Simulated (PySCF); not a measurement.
## Polarisability and C₆ of Rh (rhodium, neutral)

[Kr] 4d7 5s2, high-spin 4F determinant (an excited configuration). Calculation: PySCF 2.14, in aug-cc-pwCVTZ-DK (11s10p8d4f3g, 136 functions); the spin-free X2C one-electron Hamiltonian (Gaussian nucleus). Coupled (time-dependent) response in atomic units; α is the mean over directions.

```json
{"method": "BP86", "mean α (bohr³)": "61.18", "C₆ (like pair)": "624.5", "S(−4)": "1779"}
```

S(−4) is the Cauchy moment in α(ω) = α(0) + S(−4) ω² + …

Spin-orbit coupling is absent.

α(iu) at BP86:

| u (hartree) | α(iu) (bohr³) |
| --- | --- |
| 0 | 61.18 |
| 0.0500 | 57.12 |
| 0.100 | 48.17 |
| 0.200 | 31.52 |
| 0.300 | 21.61 |
| 0.500 | 12.50 |
| 0.750 | 7.925 |
| 1.00 | 5.661 |
| 1.50 | 3.413 |
| 2.00 | 2.312 |
| 3.00 | 1.271 |
| 5.00 | 0.5557 |

A single London oscillator, α(iu) = α/(1 + u²/ω²), gives C₆ = (3/4) ω α². Matching the computed C₆ needs ω = 4 × 624.5 / (3 × 61.18²) = 0.222 hartree.
